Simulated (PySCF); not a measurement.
C₆H₆N₂.
Geometry (PBE0-D3(BJ)/def2-SVP, Å), atoms numbered from 1 in this order:
```xyz
14
C6H6N2 angstrom
C     -2.4468    1.2999   -0.2524
C     -1.1582    0.9343   -0.2000
C     -0.5700    0.1484   -1.2803
N      0.6135   -0.3128   -1.4277
C      1.6932   -0.0770   -0.5857
C      2.6873   -0.9834   -0.4950
C      1.8273    1.1628    0.1465
N      1.9356    2.1660    0.7179
H     -2.9115    1.8783    0.5495
H     -3.0779    1.0303   -1.1059
H     -0.5458    1.2167    0.6591
H     -1.2762   -0.1164   -2.0848
H      2.6208   -1.9018   -1.0813
H      3.5422   -0.8218    0.1621
```

All values: PBE0/def2-SVPD (PySCF, non-relativistic), on one gas-phase PBE0-D3(BJ)/def2-SVP geometry that isn't relaxed in the solvent. The solvent is an IEF-PCM continuum (van der Waals radii × 1.2). Only the electrostatic response of the medium enters.

Gas phase at PBE0/def2-SVPD: HOMO -7.29 eV, LUMO -2.40 eV, dipole 2.84 D.

Question: What does the continuum do to the energy, the frontier levels and the dipole at PBE0/def2-SVPD in tetrahydrofuran and acetone?

Answer: 
```tsv
solvent	ε	E(solvent) − E(gas) (kcal/mol)	polarisation term (kcal/mol)	distortion of the solute (kcal/mol)	HOMO (eV)	LUMO (eV)	dipole (D)
tetrahydrofuran	7.426	-5.83	-6.78	0.95	-7.21	-2.25	3.56
acetone	20.49	-6.76	-8.05	1.29	-7.21	-2.23	3.67
```

The polarisation term is half the interaction of the solute with the surface charges that it induces; the rest is the cost of distorting the solute's density. The sum is the electrostatic part of solvation alone. From tetrahydrofuran to acetone the lowering changes by a factor 1.16, Onsager's factor (ε − 1)/(2ε + 1) by 1.15 and ε itself by 2.8.

Question: Which radius a makes the point-dipole formula ΔE = −[(ε − 1)/(2ε + 1)]·μ²/a³ give the value in acetone, with the gas-phase dipole?

Answer: μ = 1.116 au and |ΔE| = 0.01078 Eh give a = 2.00 Å; the farthest nucleus lies 3.60 Å from the centroid of the nuclei, so such a sphere wouldn't even hold the nuclei. The formula assumes a rigid point dipole at the centre of a sphere.

Question: Give the dipole vector in the frame of the coordinates (D, pointing from negative to positive charge), gas and acetone.

Answer: Gas (-2.04, -1.92, -0.46), solvent (-2.64, -2.49, -0.54). Its length changes by +29 % and its direction by less than 1°.

Question: How does the static polarisability (PBE0/def2-SVPD, frozen core, with the continuum's full static response) change?

Answer: 
```csv
medium,isotropic (au),principal values (au),⟨r²⟩ of the electrons (bohr²)
gas,94.3,"54.1, 83.3, 145.3",1060.0
tetrahydrofuran,124.5,"69.2, 108.5, 195.7",1058.7
acetone,130.2,"72.9, 113.4, 204.4",1058.5
```

The isotropic value in acetone is 1.38 times the gas-phase one; no cavity-field correction is applied. ⟨r²⟩ is taken about the centre of nuclear charge.
